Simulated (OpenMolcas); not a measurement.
# What dynamic correlation does to the levels of Al²⁺

```json
{"Program": "OpenMolcas 26.06", "Basis": "ANO-RCC-VDZP [4s3p1d]", "Scalar Hamiltonian": "DKH2, point nucleus", "Active space": "1 electron in 4 orbitals (3s 3p)", "State averaging": "2S+1 = 2 even, 1 root; 2S+1 = 2 odd, 3 roots", "Spin-orbit coupling": "state interaction with AMFI integrals over the reference wave functions, term energies averaged over their components"}
```

Methods on the same reference wave functions:
A. CASSCF
B. SS-CASPT2, IPEA 0.25 Eh, imaginary shift 0.1 Eh (closed shells correlated: 2s 2p)

Energies in cm⁻¹ above 3s ²S_1/2, the measured ground level; measured values from NIST levels in Kelleher and Podobedova, J. Phys. Chem. Ref. Data 37, 709 (2008).

```
     Level      A      B  Measured
 3s ²S_1/2    0.0    0.0       0.0
3p ²P°_1/2  56515  56609     53683
3p ²P°_3/2  56721  56815     53917
```

Deviations, from unrounded energies. A percentage is the sum of absolute deviations over the sum of measured energies, with the sign that they share, or ± where signs differ.

| Against measurement | Levels | A | B |
| --- | --- | --- | --- |
| mean absolute deviation (cm-1) | 2 | 2800 | 2900 |
| other configurations (%) | 2 | +5.2 | +5.4 |

A, B lie about equally close to measurement. The largest miss of A in the table is 3p ²P°_1/2, by +2800 cm-1. The ranking rests on the paired levels alone, and a cruder setting can come out closer through cancelling errors.

The lowest spin-free term lies below A's lowest term by 0.033 hartree in B.

With one active electron the reference holds no correlation, so core polarisation is missing (holds for A). With one active electron, CASPT2 adds the correlation within the correlated inactive shells and between them and that electron, and leaves the splitting within a term as the reference gives it (holds for B). Computed and measured levels are paired by configuration, term and J; levels that our copy of the source lacks, or whose pairing is in doubt (as where it misses far off the trend of its configuration), stay unpaired and out of the deviations. Levels of configurations outside the active space are missing.

° marks odd parity.
